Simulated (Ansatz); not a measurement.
Breaking the Br1–Cl2 bond in BrCl (multiplicity 1 held). Energies count from the point at 2.165 Å.


R- and RO- levels are restricted; in cc, def2 and unpolarised 6-31G sets they are followed outwards from rest. Unrestricted levels (U-) break spin symmetry where that is lower. Active spaces are followed from rest. Left out are points that failed, MP2 points that dive below the minimum, coupled-cluster points behind a jump of the amplitudes or a sharp parting from full CI or MRCI, small-basis points behind a change of solution, and semi-empirical points at long bonds. Levels need not reach the same state.

Correlated levels freeze the cores. Filled d and f shells under p-block atoms count as core.

Codes used: Ansatz (a first-principles code). Values without a source in brackets are computed.

Energies in kJ/mol.

```
R (Å)  U-HF/def2-SVP  R-MP2/def2-SVP  FIC-NEVPT4(SD) on CASSCF(14,8)/def2-SVP  FIC-MRCISD+Q on CASSCF(14,8)/def2-SVP
-----  -------------  --------------  ---------------------------------------  -------------------------------------
1.732            334             339                                      354                                    354
1.949             56              61                                       69                                     69
2.165              0               0                                        0                                      0
2.382             29              24                                       14                                     13
2.598             47              78                                       53                                     52
2.923             54             163                                      111                                    109
3.248             55             228                                      146                                    145
3.789             53             269                                      167                                    165
4.331             54             245                                      170                                    168
4.980             55             174                                      171                                    169
5.846             55              63                                      172                                    170
6.929             55        left out                                      172                                    170
8.661             55        left out                                      172                                    170
```

Doubts at one or more of the structures used: a spin-contaminated determinant (U-HF/def2-SVP); a restricted determinant that unrestricted orbitals would lower (R-MP2/def2-SVP).
